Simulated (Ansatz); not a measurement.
`Br[SiH]1C=N1` and `[SiH3][SiH]1C=N1` differ in one atom or group.

Ansatz, PBE0-D4/def2-TZVP geometries, multiplicity 1. 

Scalar relativity is left out up to krypton.

```
                                          property  `Br[SiH]1C=N1`
size of the dipole moment (ωB97M-V/def2-TZVPP) / D            1.87
               HOMO energy (B3LYP/def2-TZVPP) / eV           -6.71
           HOMO–LUMO gap (ωB97M-V/def2-TZVPP) / eV           10.25
    size of the dipole moment (PBE/def2-TZVPP) / D            1.66
             LUMO energy (ωB97M-V/def2-TZVPP) / eV            1.16
                 HOMO energy (PBE/def2-TZVPP) / eV           -5.71
```

What does the change do to each property? (Estimate.)

The calculation gave: 
```
                                          property  `[SiH3][SiH]1C=N1`  shift
size of the dipole moment (ωB97M-V/def2-TZVPP) / D                1.90   0.03
               HOMO energy (B3LYP/def2-TZVPP) / eV               -6.46   0.25
           HOMO–LUMO gap (ωB97M-V/def2-TZVPP) / eV                9.70  -0.55
    size of the dipole moment (PBE/def2-TZVPP) / D                1.62  -0.04
             LUMO energy (ωB97M-V/def2-TZVPP) / eV                0.89  -0.27
                 HOMO energy (PBE/def2-TZVPP) / eV               -5.56   0.15
```

With PBE0 the HOMO rises by 0.25 eV and the LUMO rises by 0.14 eV, so the gap narrows by about 0.11 eV. PBE moves the HOMO by 0.15 eV and ωB97M-V by 0.28 eV. The zero-point energy changes by 61.4 kJ/mol with +9 modes. Dipoles are sizes alone; their direction can turn.

B3LYP here is the variant with VWN-RPA as its local correlation; programs differ in this.

Spin–orbit coupling is left out; it splits and shifts lone-pair levels of the heavy atoms by tenths of an eV.
